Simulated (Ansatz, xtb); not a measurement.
**C3H6SSi: 3 structures ranked**

3 gas-phase structures of C3H6SSi, from a drawn sample of its isomers (lower ones may exist). Each was relaxed with GFN2-xTB:

A. `[SiH3]C#CCS`, a singlet
B. `C#C[C@@H]([SiH3])S`, a singlet
C. `[SiH3]CC#CS`, a singlet

Question: Which do you expect lowest at r2SCAN-D4/def2-SVP, and how would the others follow?

Answer: Calculated order at r2SCAN-D4/def2-SVP: A (0.000), C (0.152), B (0.482) eV.

Energies above the lowest of each column, in eV; the last columns are at PBE0-D3(BJ)/def2-SVP geometries:

```
structure  GFN2-xTB  HF/STO-3G  r2SCAN-D4/def2-SVP  PBE0-D3(BJ)/def2-SVP  CCSD(T)/def2-SVP + ΔMP2/def2-TZVPP
        A     0.000      0.000               0.000                 0.000                               0.000
        C     0.101      0.038               0.152                 0.124                               0.244
        B     0.350      0.637               0.482                 0.427                               0.451
```

Every level run on A puts it lowest or level with the lowest. Flexible structures stand in one conformer each, not always the lowest. ΔMP2 is the change of the MP2 energy from the smaller to the larger basis.

Programs: Ansatz 0.2.0, xtb 6.7.1.
